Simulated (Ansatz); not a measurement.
HF2OS, charge +1, singlet, at a GFN2-xTB geometry. Base run: B3LYP/STO-3G (Ansatz, a quantum-chemistry and plane-wave program).

Geometry (Å):
```xyz
5

O      1.2922    -0.5363     0.1244
S     -0.1223    -0.0857     0.4624
F     -0.9802    -0.7063    -0.7353
F     -0.1648     1.3987    -0.1293
H      1.9243    -0.5691    -0.6125
```
Charge +1, spin multiplicity 1.
All else is at Ansatz's defaults.

Variants of this job, named by their change:

| change | basis functions | E (Eh) |
|---|---|---|
| base | 25 | -664.91775 |
| basis = jorge-DZP-DKH; relativity = spin-free X2C | 74 | -674.69518 |
| basis = x2c-TZVPall; relativity = spin-free X2C; nucleus = Gaussian | 136 | -674.81057 |
| basis = x2c-TZVPall; relativity = spin-free X2C | 136 | -674.81097 |
| basis = cc-pVDZ-DK; relativity = none | 65 | -673.05615 |
| basis = x2c-TZVPall; relativity = none | 136 | -673.30238 |
| basis = cc-pVDZ-DK; relativity = spin-free X2C | 65 | -674.63936 |
| basis = cc-pVDZ-DK; relativity = spin-free X2C; nucleus = Gaussian | 65 | -674.63895 |
| basis = jorge-DZP-DKH; relativity = none | 74 | -673.20988 |
| basis = jorge-DZP-DKH; relativity = spin-free X2C; nucleus = Gaussian | 74 | -674.69478 |

Absolute energies of different levels of theory aren't comparable as measures of quality.

Ansatz warned in this series: the basis is contracted for relativity, which the run leaves out.

Basis sets contracted for a relativistic Hamiltonian are a mismatch without it, so the rows without relativity aren't non-relativistic limits. No row has spin-orbit coupling; sets with core potentials leave out the core electrons.
